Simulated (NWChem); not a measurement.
Molecule: Si$_{2}$H$_{4}$, singlet; SMILES [SiH3][SiH]

```xyz
6

Si     0.0281     1.0712    -0.0001
Si     0.0804    -1.3226    -0.0001
H     -0.7228     1.5462    -1.2110
H      1.3735     1.7262    -0.0029
H     -0.7159     1.5431     1.2164
H     -1.4538    -1.2958     0.0002
```
Atoms are numbered in this order, from 1.

Low-valent species are run as closed-shell singlets; no triplet was tried in these runs. Coordinates come from a PBE0/def2-SVP optimisation.

List the 6 lowest vertical singlet excitations from CAM-B3LYP/def2-SVPD, TDA (NWChem).


```json
[
 {"state": "S1", "energy (eV)": "1.96", "oscillator strength": "0.007", "leading excitation (squared amplitude)": "HOMO → LUMO (0.98)"},
 {"state": "S2", "energy (eV)": "3.62", "oscillator strength": "0.006", "leading excitation (squared amplitude)": "HOMO−1 → LUMO (0.97)"},
 {"state": "S3", "energy (eV)": "5.98", "oscillator strength": "0.007", "leading excitation (squared amplitude)": "HOMO−3 → LUMO (0.96)"},
 {"state": "S4", "energy (eV)": "5.98", "oscillator strength": "0.036", "leading excitation (squared amplitude)": "HOMO → LUMO+2 (0.55)"},
 {"state": "S5", "energy (eV)": "6.10", "oscillator strength": "0.037", "leading excitation (squared amplitude)": "HOMO−2 → LUMO (0.66)"},
 {"state": "S6", "energy (eV)": "6.41", "oscillator strength": "0.505", "leading excitation (squared amplitude)": "HOMO → LUMO+2 (0.34)"}
]
```
